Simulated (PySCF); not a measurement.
SMILES [CH2](O)[GeH3], PBE0/def2-SVP optimised geometry.

```
9

O      1.62    -0.84     0.00
C      0.21    -0.84     0.00
Ge    -0.38     1.03     0.00
H      1.92    -1.75     0.00
H     -0.22    -1.34    -0.89
H     -0.22    -1.34     0.89
H      0.14     1.75     1.26
H     -1.92     1.08    -0.01
H      0.15     1.75    -1.25
```

Density from PBE0/def2-TZVP (PySCF 2.14.0) at that geometry.

Minimum of the electron density along straight lines between bonded atoms, close to the bond critical point (lines longer than 1.1 times the sum of covalent radii, or with two minima, are not listed):

```tsv
bond	length / Å	ρ at the minimum / e bohr⁻³	∇²ρ there / e bohr⁻⁵	position (fraction from the first atom)
O1–C2	1.404	0.267	-0.58	0.65
C2–Ge3	1.967	0.129	0.09	0.53
O1–H4	0.963	0.363	-2.45	0.80
C2–H5	1.108	0.272	-0.91	0.64
C2–H6	1.108	0.272	-0.91	0.64
Ge3–H7	1.539	0.133	0.06	0.59
Ge3–H8	1.543	0.131	0.06	0.59
Ge3–H9	1.539	0.133	0.06	0.59
```
